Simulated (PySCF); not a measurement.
CH5Cl2NSi, SMILES C[Si](N)(Cl)Cl. Coordinates come from a PBE-D3(BJ)/def2-SVP optimisation. One conformer was computed; it need not be the lowest.

Computed equilibrium geometry at PBE-D3(BJ)/def2-SVP (PySCF confirms it by a frequency run) as Cartesian coordinates in Å (one conformer of several):
```xyz
10

C      1.6638    -1.1793     0.3463
Si     0.0367    -0.3518    -0.0287
N     -1.1741    -1.5136    -0.4331
Cl     0.3784     1.0831    -1.5212
Cl    -0.6820     0.6818     1.6257
H      1.5452    -1.8921     1.1860
H      2.0322    -1.7310    -0.5426
H      2.4254    -0.4232     0.6190
H     -2.1457    -1.1943    -0.4854
H     -0.9738    -2.1654    -1.1975
```
Charge 0, spin multiplicity 1.
